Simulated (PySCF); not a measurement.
A PySCF script (with the pyscf-properties extension) for the NMR shieldings of `CO[C@@H]1C(F)=C1B(F)F`, C4H4BF3O, on a GFN2-xTB geometry:

```python
import basis_set_exchange as bse
import numpy as np
from pyscf import gto, dft
from pyscf.prop import nmr

atoms = """
C    -1.799451    0.678137    0.631513
O    -1.292019   -0.640747    0.550316
C    -0.397870   -0.813366   -0.495694
C     0.780808   -1.659022   -0.288434
F     1.188164   -2.885732   -0.113724
C     1.078071   -0.379194   -0.331466
B     2.065673    0.771144   -0.198582
F     1.671319    2.022714   -0.074157
F     3.370564    0.600323   -0.203905
H    -2.340134    0.944912   -0.282869
H    -0.992915    1.399447    0.794630
H    -2.482288    0.688729    1.477407
H    -0.854311   -0.726859   -1.482763
"""
names = dict.fromkeys(["C", "O", "F", "B", "H"], "pcSseg-1")
basis = {el: gto.basis.parse(bse.get_basis(n, elements=[el], fmt="nwchem")) for el, n in names.items()}
mol = gto.M(atom=atoms, basis=basis, charge=0, verbose=0)
mf = dft.RKS(mol, xc="PBE0")
mf.grids.level = 2
mf.grids.alignment = dft.numint.BLKSIZE   # the property module wants whole blocks of grid points
mf.conv_tol = 1e-9
mf.kernel()

calc = nmr.RKS(mf)   # GIAO
C = mf.mo_coeff
Co = C[:, mf.mo_occ > 0]
resp = mf.gen_response(singlet=True, hermi=2)
def vind(x):   # induced exchange potential for any number of trial vectors
    d = np.einsum("pi,xij,qj->xpq", C, 2 * x.reshape(-1, C.shape[1], Co.shape[1]), Co, optimize=True)
    return np.einsum("xpq,pi,qj->xij", resp(d - d.transpose(0, 2, 1)), C, Co, optimize=True).ravel()
mo1, _ = nmr.rhf.solve_mo1(calc, with_cphf=vind)
sigma = calc.kernel(mo1)
for i, s in enumerate(sigma):   # ppm
    w = np.linalg.eigvalsh((s + s.T) / 2)
    print("%2d %-2s iso %8.1f  s11 %8.1f  s22 %8.1f  s33 %8.1f" % (i, mol.atom_pure_symbol(i), w.mean(), *w))
```

Q: What does it print?

A: 
```
 0 C  iso    129.0  s11    101.2  s22    103.7  s33    182.0
 1 O  iso    274.5  s11    198.7  s22    269.7  s33    355.1
 2 C  iso    121.6  s11     73.8  s22     93.1  s33    198.0
 3 C  iso      3.2  s11   -128.8  s22     64.7  s33     73.7
 4 F  iso    258.4  s11     77.8  s22    199.4  s33    498.0
 5 C  iso     93.4  s11      4.3  s22     96.1  s33    179.8
 6 B  iso     81.1  s11     73.5  s22     81.3  s33     88.5
 7 F  iso    252.3  s11     90.9  s22    303.4  s33    362.6
 8 F  iso    246.4  s11     92.5  s22    278.4  s33    368.4
 9 H  iso     28.3  s11     24.8  s22     26.1  s33     34.0
10 H  iso     28.2  s11     24.0  s22     27.6  s33     33.0
11 H  iso     28.0  s11     24.0  s22     25.8  s33     34.1
12 H  iso     27.4  s11     21.9  s22     26.7  s33     33.8
```

These numbers come from an equivalent density-fitted implementation of the same equations, which agrees with the script to about 0.01 ppm for H and up to a few tenths of a ppm for heavy atoms, so last digits may differ.

Size and cost of the density-fitted run: 173 basis functions, 33 s wall time on 1 thread of an Arm Neoverse V1, shared host; peak memory 0.77 GiB.
